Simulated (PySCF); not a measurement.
# Stretching SnH

Set-up: basis Sn cc-pVTZ-PP with ECP28, H cc-pVTZ; scalar-relativistic core potentials; PySCF 2.14. Energies in eV from Sn + H in their ground configurations at the same level. State: ²Π (doublet), unpaired electrons π ↑.

```tsv
R (Å)	PBE0	r²SCAN
1.534	-2.119	-2.199
1.606	-2.374	-2.450
1.677	-2.520	-2.594
1.730	-2.573	-2.646
1.784	-2.589	-2.660
1.837	-2.574	-2.645
1.909	-2.516	-2.586
1.998	-2.398	-2.469
2.105	-2.212	-2.285
2.248	-1.920	-1.998
```

Put a parabola through the three lowest points of the PBE0 curve and estimate Re, k and ωe (reduced mass 0.9994 u; 1 eV/Å² = 0.16022 mdyn/Å; ωe = 1302.8·√(k/μ) cm⁻¹).

Through R = 1.73, 1.784, 1.837 Å the second-order coefficient is 5.41 eV/Å², so Re ≈ 1.784 Å, k ≈ 1.73 mdyn/Å and ωe ≈ 1716 cm⁻¹. A polynomial fit of higher order to the unrounded PBE0 energies gives Re = 1.782 Å, k = 1.73 mdyn/Å, ωe = 1712 cm⁻¹; anharmonicity and rounding make the difference.

The higher-order fit for each curve: PBE0: Re = 1.782 Å, ωe = 1712 cm⁻¹, De = 2.59 eV; r²SCAN: Re = 1.781 Å, ωe = 1705 cm⁻¹, De = 2.66 eV.

These are scalar-relativistic numbers at best; spin–orbit coupling would shift them, the dissociation energy most. The state was picked by a PBE0 search and need not be the measured ground state.
